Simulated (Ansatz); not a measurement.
Relative stability

The two ends of one reaction step of GeH₅SBr, closed shell (PBE0-D4/def2-TZVP).

A:

```xyz
8
angstrom
Ge -0.2276 0.5279 -1.3345
Br 1.3384 1.6794 -0.0686
H 0.3477 -0.8622 -1.6067
H -0.4013 1.3383 -2.6240
H -1.5188 0.4800 -0.5162
H 1.0182 -0.6492 1.7016
S 0.1469 -1.6544 1.8904
H -0.7035 -0.8599 2.5579
```

B:

```xyz
8
angstrom
Ge -0.7218 -0.2909 -0.9248
Br 2.5897 1.5628 0.9902
H 0.1604 -1.0473 -1.9208
H -0.4847 1.2215 -0.9914
H -2.2049 -0.6283 -1.1246
H 1.6201 0.4927 1.1175
S -0.0664 -1.0535 1.0774
H -0.8922 -0.2568 1.7765
```

Computed with Ansatz 0.2.0 (basis: def2-TZVPP); correlated methods freeze the cores. Filled d shells of the heavier atoms are correlated. The def2 sets are not built for correlating such inner shells, so the correlated values are less sure here. B3LYP uses VWN-RPA correlation.

Q: Which structure is lower at CCSD(T), and by how much? (Judge from chemistry; the value comes from the calculation.)

A: Computed: A, by 7.44 kcal/mol (electronic energy, against the other). By their contacts, A is a complex of GeH₃Br ([GeH3][Br]) + H₂S and B is a complex of GeH₄S ([SH][GeH3]) + HBr.

All methods give the same order:

```json
{"method": "SPW92", "E(B) − E(A) (kcal/mol)": "2.98"}
{"method": "PBE-D4", "E(B) − E(A) (kcal/mol)": "4.96"}
{"method": "BLYP-D4", "E(B) − E(A) (kcal/mol)": "5.88"}
{"method": "r2SCAN-D4", "E(B) − E(A) (kcal/mol)": "6.20"}
{"method": "B97M-V", "E(B) − E(A) (kcal/mol)": "7.27"}
{"method": "PBE0-D4", "E(B) − E(A) (kcal/mol)": "6.27"}
{"method": "B3LYP-D4", "E(B) − E(A) (kcal/mol)": "6.94"}
{"method": "r2SCAN0-D4", "E(B) − E(A) (kcal/mol)": "7.10"}
{"method": "BHLYP-D4", "E(B) − E(A) (kcal/mol)": "8.65"}
{"method": "CAM-B3LYP-D4", "E(B) − E(A) (kcal/mol)": "7.47"}
{"method": "wB97X-V", "E(B) − E(A) (kcal/mol)": "8.05"}
{"method": "wB97M-V", "E(B) − E(A) (kcal/mol)": "8.09"}
{"method": "B2PLYP", "E(B) − E(A) (kcal/mol)": "7.36"}
{"method": "PBE-QIDH", "E(B) − E(A) (kcal/mol)": "7.16"}
{"method": "RPA on PBE", "E(B) − E(A) (kcal/mol)": "7.84"}
{"method": "HF", "E(B) − E(A) (kcal/mol)": "12.19"}
{"method": "MP2", "E(B) − E(A) (kcal/mol)": "6.99"}
{"method": "CCSD", "E(B) − E(A) (kcal/mol)": "8.25"}
{"method": "CCSD(T)", "E(B) − E(A) (kcal/mol)": "7.44"}
```

The T1 diagnostic stays at or below 0.010.

Labels in which every atom is bracketed show which atoms are joined, not bond orders.

For scale, one of the runs: CCSD(T)/def2-TZVPP, 208 basis functions (an equivalent command: `ansatz run in.yaml --threads 4`). Time: 110 s of wall clock on 4 CPU threads; the host was shared. Peak host memory: 2.7 GiB.
